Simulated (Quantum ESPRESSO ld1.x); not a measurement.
Species: Te16+. Configuration: [Kr] (the NIST ground configuration).

Method: non-relativistic Kohn-Sham, LDA (Slater exchange, VWN5 correlation), spin-polarised, spherical densities, point nucleus; relativity is left out, which matters for an element this heavy; computed with ld1.x of Quantum ESPRESSO 7.5.

Energy parts (eV):
| part | energy |
|---|---|
| total | -177243.40 |
| kinetic | 177164.40 |
| electron-nucleus | -406733.60 |
| Hartree | 56447.44 |
| exchange-correlation | -4121.65 |

Orbitals (lengths in bohr, moments of r in powers of bohr; r(90%) holds 90 % of the orbital's charge):
orbital  occ.  eigenvalue (eV)  r(90%)      <r^4>
1s          2       -30760.164  0.0520  3.316e-06
2s          2        -4942.666   0.194  0.0005891
2p          6        -4665.443   0.174  0.0003835
3s          2        -1281.954   0.489    0.02438
3p          6        -1166.293   0.485    0.02324
3d         10         -952.281   0.459    0.01857
4s          2         -490.056    1.03     0.4983
4p          6         -446.767    1.07     0.5562
4d          0         -371.129    1.13     0.6865
5s          0         -253.528    1.84      5.186

The highest occupied level is 4p at -446.77 eV. For comparison, the ionisation energy in NIST's Atomic Spectra Database is 461 eV (theoretical). In exact Kohn-Sham theory the highest level is minus the ionisation energy, but local and semilocal functionals leave it too shallow, through self-interaction and a potential that decays too fast; potentials with the right tail come closer. The density falls to 0.001 e/bohr^3 at r = 1.75 bohr. Virial ratio -V/T = 2.00045. Summed over all electrons, <r^2> = 7.060 bohr^2, which gives a Langevin (diamagnetic) susceptibility term of -5.59 x 10^-6 cm^3/mol.
